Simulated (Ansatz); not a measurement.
CH₆B₃Cl, SMILES `BB(C)BCl`, relaxed with RKS PBE-D4/def2-SVP in the Gaussian-basis code of Ansatz from a rough embedded geometry. The force threshold is 0.03 eV/Å; the program also tests the step.

Total charge 0; spin multiplicity 1.

Start:

```xyz
11

B    -1.044   -1.427   -0.009
B     0.005   -0.147   -0.061
C    -0.504    1.362   -0.374
B     1.625   -0.479    0.449
Cl    2.823    0.943    0.488
H    -2.240   -1.186   -0.226
H    -0.733   -2.497    0.325
H    -1.404    1.294   -0.923
H    -0.694    1.830    0.593
H     0.276    1.854   -0.954
H     1.890   -1.547    0.693
```

(1) By how much does the energy fall, and how many steps does the optimiser take? (An estimate is asked.)

(2) Which bonds change most? (Estimate.)

(3) Give the relaxed structure. (Estimate.)

Answers

(1) Ansatz gave: 164.52 kJ/mol, in 22 steps, 2 of them rejected.

(2) The calculation gave: B4–Cl5 from 1.860 to 1.768 Å; B4–H11 from 1.127 to 1.217 Å; B1–H7 from 1.164 to 1.222 Å; C3–H8 from 1.057 to 1.107 Å.

(3) The calculation gave: 
```xyz
11

B    -1.074   -1.325    0.305
B    -0.054   -0.100   -0.084
C    -0.396    1.266   -0.810
B     1.507   -0.379    0.474
Cl    1.936    0.232    2.077
H    -1.667   -1.364    1.372
H    -1.210   -2.298   -0.421
H    -1.351    1.284   -1.370
H    -0.495    1.990    0.034
H     0.421    1.662   -1.446
H     2.383   -0.968   -0.131
```
